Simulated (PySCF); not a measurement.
Compound: C₈H₉F₂ (doublet state).
Z-matrix (Å and degrees, PBE0-D3(BJ)/def2-SVP geometry), rows numbered from 1:
```
F 
C   1  1.3301
F   2  1.3283  1  109.66
C   2  1.4839  1  114.77  3  -134.29
C   4  1.5475  2  115.23  1  -178.47
C   5  1.5577  4  102.79  2  -130.03
C   6  1.5129  5  105.89  4    70.26
C   7  1.3406  6  107.32  5   -70.83
C   8  1.5113  7  107.38  6    -0.61
C   9  1.5345  4   98.70  2   166.12
H   4  1.1015  2  105.71  1   -56.24
H   5  1.1001  4  111.00  2   110.86
H   5  1.0989  4  112.35  2    -9.84
H   6  1.0981  5  114.00  4  -160.58
H   7  1.0918  6  125.05  5   101.60
H   8  1.0911  7  127.18  6   172.27
H   9  1.0975  4  113.11  2   -68.35
H  10  1.1022  6  113.69  5   -59.53
H  10  1.0998  6  112.79  5   174.62
```

The hyperfine couplings belong to this conformer and change with its torsions.

The species is `F[C](F)[C@H]1[C@@H]2C[C@H](C1)C=C2` [radical].

Method: UKS B3LYP, IGLO-III on C F, pcH-1 on H, non-relativistic, mean-field spin-orbit, GIAO (PySCF 2.14.0). One conformer (not necessarily the lowest) at the PBE0-D3(BJ)/def2-SVP geometry, without solvent, vibrations or thermal averaging. Stability of the SCF solution: not tested.

(1) Break the g tensor into its mass correction, gauge correction and orbital-Zeeman/spin–orbit terms.

(2) At 9.419 GHz, how far is the centre of the isotropic spectrum from where a free electron (g = 2.002319) resonates?

(3) What effective moment and Curie constant follow for a powder?

(4) In a frozen sample, at which fields do the three g values resonate at 9.5, 34, 94 and 263 GHz (hyperfine left aside), and which band first spreads them over more than twice a line width of 0.3 mT?

Answers

(1) 
```csv
Δg (ppm),1,2,3
relativistic mass correction,-243,-243,-243
gauge correction,4,-10,-4
orbital Zeeman/spin–orbit,-167,2193,2789
total,-407,1939,2542
```

So g = 2.00191, 2.00426, 2.00486 and g_iso = 2.00368; the tensor is rhombic: the two nearest values differ by 20 % of g3 − g1. 

(2) B = hν/(g μB) with μB/h = 13.99624 MHz/mT gives 336.09 mT for the free electron and 335.87 mT at g_iso, 0.23 mT lower.

(3) With the mean of g² = 4.0147 and S(S+1) = 0.75: μ_eff = √(⟨g²⟩S(S+1)) = 1.735 μB and χT = 0.12505·⟨g²⟩·S(S+1) = 0.377 cm³ K/mol (cgs; spin-Hamiltonian part alone).

(4) 
```
band    GHz  B(g3) mT  B(g2) mT  B(g1) mT  spread mT
   X    9.5    338.55    338.66    339.05       0.50
   Q   34.0   1211.67   1212.03   1213.45       1.78
   W   94.0   3349.90   3350.91   3354.84       4.93
   J  263.0   9372.59   9375.41   9386.40      13.81
```

The spread grows in proportion to the frequency. Q band is the first where it exceeds 0.6 mT.

The largest Mulliken spin population is on C2 (+0.88). The angles at C2 add up to 341.6°, so it is pyramidal.

The HOMO–LUMO gaps are 5.55 eV among the α and 5.20 eV among the β orbitals.
